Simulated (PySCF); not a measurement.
Species: C₄H₂F₃O₂ (charge -1).
SMILES with atom numbers: `[O:1]=[C:2]([O-:3])/[C:4]([F:5])=[CH:6]/[CH:7]([F:8])[F:9]` (hydrogens: H10 on C6; H11 on C7)

The same species was optimised twice, with GFN2-xTB and with PBE0-D3(BJ)/def2-SVP (PySCF), and the same property calculations (PySCF, gas phase) were run on both structures.

```tsv
coordinate	GFN2-xTB	PBE0-D3(BJ)/def2-SVP	change
C2–C4 (Å)	1.595	1.550	-0.045
C4–F5 (Å)	1.357	1.341	-0.016
C6–C7 (Å)	1.486	1.471	-0.015
C4=C6 (Å)	1.328	1.340	+0.012
O1=C2 (Å)	1.226	1.238	+0.012
C2–O3 (Å)	1.231	1.242	+0.011
C7–F8 (Å)	1.372	1.370	-0.002
C7–F9 (Å)	1.372	1.370	-0.002
F8–C7–F9 (°)	104.0	105.1	+1.1
C2–C4–C6 (°)	123.8	124.8	+1.0
C2–C4–F5 (°)	117.0	116.1	-0.9
C6–C7–F8 (°)	112.4	111.7	-0.7
O1–C2–C4 (°)	115.1	114.6	-0.5
O3–C2–C4 (°)	112.6	113.2	+0.6
C4–C6–C7 (°)	124.3	123.8	-0.5
C6–C7–F9 (°)	112.4	112.0	-0.4
O1–C2–C4–F5 (°)	0	-2	-2
C4–C6–C7–F8 (°)	-122	-123	-1
```

Rotational constants: A = 3365, B = 808.2, C = 736.0 MHz (GFN2-xTB) against A = 3394, B = 820.4, C = 748.4 MHz (PBE0-D3(BJ)/def2-SVP).

On the GFN2-xTB structure: lowest singlet, TDDFT (eV) 3.98 [B3LYP/def2-SVPD]; lowest triplet, Tamm–Dancoff (eV) 3.71 [B3LYP/def2-SVPD]; isotropic polarisability (au) 67.5 [B3LYP/def2-SVPD]; HOMO (eV) -2.31 [B3LYP/def2-SVPD]; LUMO (eV) 2.84 [B3LYP/def2-SVPD]; HOMO (eV) -2.13 [PBE0/pcSseg-1]; LUMO (eV) 3.48 [PBE0/pcSseg-1]; GIAO shielding of O1/O3 (mean) (ppm) 24.6 [PBE0/pcSseg-1]; GIAO shielding of C2 (ppm) 28.8 [PBE0/pcSseg-1]; GIAO shielding of C4 (ppm) 2.7 [PBE0/pcSseg-1]; GIAO shielding of F5 (ppm) 283.3 [PBE0/pcSseg-1]; GIAO shielding of C6 (ppm) 83.3 [PBE0/pcSseg-1]; GIAO shielding of C7 (ppm) 64.6 [PBE0/pcSseg-1]; GIAO shielding of F8/F9 (mean) (ppm) 301.6 [PBE0/pcSseg-1].

Question: What do these properties become on the PBE0-D3(BJ)/def2-SVP structure?

Answer: 
```
                                    property            level  on GFN2-xTB  on PBE0-D3(BJ)/def2-SVP  change
                  lowest singlet, TDDFT (eV)  B3LYP/def2-SVPD         3.98                     3.82   -0.16
           lowest triplet, Tamm–Dancoff (eV)  B3LYP/def2-SVPD         3.71                     3.59   -0.12
               isotropic polarisability (au)  B3LYP/def2-SVPD         67.5                     67.7    +0.2
                                   HOMO (eV)  B3LYP/def2-SVPD        -2.31                    -2.27   +0.04
                                   LUMO (eV)  B3LYP/def2-SVPD         2.84                     2.75   -0.09
energy, GFN2-xTB geometry as zero (kcal/mol)  B3LYP/def2-SVPD          0.0                     -0.8    -0.8
                                   HOMO (eV)    PBE0/pcSseg-1        -2.13                    -2.08   +0.05
                                   LUMO (eV)    PBE0/pcSseg-1         3.48                     3.39   -0.09
energy, GFN2-xTB geometry as zero (kcal/mol)    PBE0/pcSseg-1          0.0                     -0.9    -0.9
        GIAO shielding of O1/O3 (mean) (ppm)    PBE0/pcSseg-1         24.6                      6.7   -17.9
                  GIAO shielding of C2 (ppm)    PBE0/pcSseg-1         28.8                     24.6    -4.2
                  GIAO shielding of C4 (ppm)    PBE0/pcSseg-1          2.7                      7.7    +5.0
                  GIAO shielding of F5 (ppm)    PBE0/pcSseg-1        283.3                    282.3    -1.0
                  GIAO shielding of C6 (ppm)    PBE0/pcSseg-1         83.3                     82.9    -0.4
                  GIAO shielding of C7 (ppm)    PBE0/pcSseg-1         64.6                     65.6    +1.0
        GIAO shielding of F8/F9 (mean) (ppm)    PBE0/pcSseg-1        301.6                    302.4    +0.8
```

The heavy atoms differ by 0.039 Å rms after alignment. Among bonds between heavy atoms C2–C4 changes most (-0.045 Å). Changes are differences of the printed values. Neither structure is proved a minimum here. One conformer (not necessarily the lowest) at the PBE0-D3(BJ)/def2-SVP geometry, without solvent, vibrations or thermal averaging.

Shape of the structure used: `[O:1]=[C:2]([O-:3])/[C:4]([F:5])=[CH:6]/[CH:7]([F:8])[F:9]`: O1–C2–C4–F5 -2°, C4–C6–C7–F8 -123°.
